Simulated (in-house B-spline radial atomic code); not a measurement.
Values are calculated unless marked as measured or tabulated.
What the choice of pseudopotential does to G0W0 on PBE0: Rb

All numbers come from a B-spline radial code for spherical atoms, non-relativistic (model numbers for so heavy an element), configuration [Kr] 5s1, open shells at high spin. Semilocal Troullier-Martins pseudo-atoms, one channel per l, are made with PBE or LDA for several valence sets and radii, with or without a model core, and set against the all-electron atom. One channel fits only the lowest state of its l, so a second state of that l is approximate. All electrons give 5s up: PBE0 -2.827 eV, G0W0 -4.350 eV. Potentials are made in the ion's own configuration unless the neutral atom is named, and a smooth local potential serves every l without a channel. Potentials that miss their own reference levels by more than 6 millihartree, or need radii over 3.5 bohr, are left out. Columns give pseudo minus all-electron, in eV; a dash marks a level in the core or of low weight.

| valence | made with | radii (bohr) | model core (bohr) | 5s up PBE0 | 5s up G0W0 |
| --- | --- | --- | --- | --- | --- |
| 4p 5s | LDA | s 3.40 p 1.42 | none | -0.09 | -0.21 |
| 4p 5s | LDA | s 3.40 p 1.14 | 1.04 | -0.09 | -0.22 |
| 4p 5s | PBE | s 3.40 p 1.45 | 1.04 | -0.08 | -0.20 |
| 4p 5s | PBE | s 3.40 p 1.89 | 1.04 | -0.08 | -0.20 |
| 4s 4p 5s | PBE | s 1.29 p 1.45 | none | -0.01 | -0.03 |
| 4s 4p 5s | PBE | s 1.16 p 1.31 | 0.95 | 0.00 | -0.02 |
| 4s 4p 5s | PBE | s 1.48 p 1.67 | 0.95 | 0.00 | -0.01 |
| 3d 4s 4p 5s | PBE | s 1.29 p 1.45 d 1.17 | none | -0.01 | -0.03 |
| 3d 4s 4p 5s | PBE | s 1.48 p 1.67 d 1.35 | none | -0.01 | -0.03 |
| 3d 4s 4p 5s | PBE | s 1.67 p 1.89 d 1.52 | none | -0.03 | -0.06 |
| 3d 4s 4p 5s | PBE | s 1.16 p 1.31 d 1.05 | 0.24 | -0.01 | -0.03 |
| 3d 4s 4p 5s | LDA | s 1.29 p 1.42 d 1.17 | 0.24 | -0.01 | -0.02 |
| 3d 4s 4p 5s | PBE | s 1.48 p 1.67 d 1.35 | 0.24 | -0.01 | -0.03 |
| 3d 4s 4p 5s | PBE | s 1.67 p 1.89 d 1.52 | 0.24 | -0.03 | -0.05 |

Problem. How does the G0W0 shift of 5s up, which all sets hold, depend on the valence set?

Solution. Mean size: 4s 4p 5s: 0.02 eV; 3d 4s 4p 5s: 0.04 eV; 4p 5s: 0.21 eV. A larger valence set can do worse when it takes only part of a shell, whose exchange with the frozen rest is then left to the functional. The means mix radii and the functional used in making the potentials.
